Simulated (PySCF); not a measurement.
SMILES [GeH3][BH][GeH3], PBE0/def2-SVP optimised geometry.

```
10

B      1.05    -0.42     0.00
Ge    -1.00    -0.42     0.00
H     -1.62    -1.07     1.25
H     -1.44     1.07     0.00
H     -1.63    -1.07    -1.25
Ge     2.19    -0.60    -1.71
H      2.57    -2.09    -1.82
H      1.44    -0.21    -3.00
H      3.51     0.20    -1.65
H      1.63    -0.30     1.06
```

Density from PBE0/def2-TZVP in PySCF at that geometry.

Minimum of the electron density along straight lines between bonded atoms, close to the bond critical point (lines longer than 1.1 times the sum of covalent radii, or with two minima, are not listed):

```json
[
 {"bond": "B1–Ge2", "length / Å": "2.059", "ρ at the minimum / e bohr⁻³": "0.114", "∇²ρ there / e bohr⁻⁵": "-0.11", "position (fraction from the first atom)": "0.50"},
 {"bond": "Ge2–H3", "length / Å": "1.542", "ρ at the minimum / e bohr⁻³": "0.131", "∇²ρ there / e bohr⁻⁵": "0.06", "position (fraction from the first atom)": "0.59"},
 {"bond": "Ge2–H4", "length / Å": "1.548", "ρ at the minimum / e bohr⁻³": "0.128", "∇²ρ there / e bohr⁻⁵": "0.06", "position (fraction from the first atom)": "0.59"},
 {"bond": "Ge2–H5", "length / Å": "1.541", "ρ at the minimum / e bohr⁻³": "0.131", "∇²ρ there / e bohr⁻⁵": "0.06", "position (fraction from the first atom)": "0.59"},
 {"bond": "B1–Ge6", "length / Å": "2.059", "ρ at the minimum / e bohr⁻³": "0.114", "∇²ρ there / e bohr⁻⁵": "-0.11", "position (fraction from the first atom)": "0.50"},
 {"bond": "Ge6–H7", "length / Å": "1.548", "ρ at the minimum / e bohr⁻³": "0.128", "∇²ρ there / e bohr⁻⁵": "0.06", "position (fraction from the first atom)": "0.59"},
 {"bond": "Ge6–H8", "length / Å": "1.541", "ρ at the minimum / e bohr⁻³": "0.131", "∇²ρ there / e bohr⁻⁵": "0.06", "position (fraction from the first atom)": "0.59"},
 {"bond": "Ge6–H9", "length / Å": "1.542", "ρ at the minimum / e bohr⁻³": "0.131", "∇²ρ there / e bohr⁻⁵": "0.06", "position (fraction from the first atom)": "0.59"},
 {"bond": "B1–H10", "length / Å": "1.209", "ρ at the minimum / e bohr⁻³": "0.182", "∇²ρ there / e bohr⁻⁵": "-0.40", "position (fraction from the first atom)": "0.44"}
]
```
